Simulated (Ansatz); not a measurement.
Total energies of `NB1CO1`.

```xyz
8

N     0.545    1.351    0.427
B     0.033    0.087    0.194
C    -0.443   -1.104   -0.596
O    -0.406   -0.978    0.894
H     0.685    1.717    1.353
H     0.805    1.975   -0.314
H     0.236   -1.866   -0.971
H    -1.455   -1.180   -0.987
```

Charge 0, multiplicity 1. All single points use the PBE0-D4/def2-TZVP geometry. It is one conformer, not always the lowest. Basis def2-TZVPP, Ansatz.

RPA on PBE orbitals: Hartree–Fock energy of these orbitals -194.26930 Eh, correlation -1.12080 Eh (frozen core).

| functional | energy without D4 (Eh) | D4 term (kJ/mol) |
| --- | --- | --- |
| LDA (SPW92) | -193.82313 | – |
| PBE | -195.22000 | -10.2 |
| revPBE | -195.39925 | -36.6 |
| BLYP | -195.40039 | -23.3 |
| r2SCAN | -195.34899 | -2.5 |
| PBE0 | -195.23049 | -8.4 |
| B3LYP | -195.46615 | -16.4 |
| r2SCANh | -195.33855 | -2.6 |
| r2SCAN0 | -195.32371 | -2.8 |
| CAM-B3LYP | -195.37233 | -8.4 |
| LC-ωPBE | -195.33243 | – |
| ωB97M-V | -195.38566 | – |
| B2PLYP | -195.30549 | – |
| PBE-QIDH | -195.19971 | – |

**Question.** Give the same for B97M-V, HSE06 (plane-wave form), BHLYP, ωB97X-V. (An estimate is asked.)

**Answer.** Computed: 
```
             functional  energy without D4 (Eh)  D4 term (kJ/mol)
                 B97M-V              -195.43825                 –
HSE06 (plane-wave form)              -195.22032              -7.7
                  BHLYP              -195.35030             -11.2
                ωB97X-V              -195.39583                 –
```

B3LYP takes the VWN-RPA correlation (the form of Gaussian; ORCA's B3LYP/G). HSE06 is the plane-wave form, built on full-range PBE exchange. The double hybrids freeze the cores in their second-order part.

LC-ωPBE has ω = 0.4 bohr⁻¹.
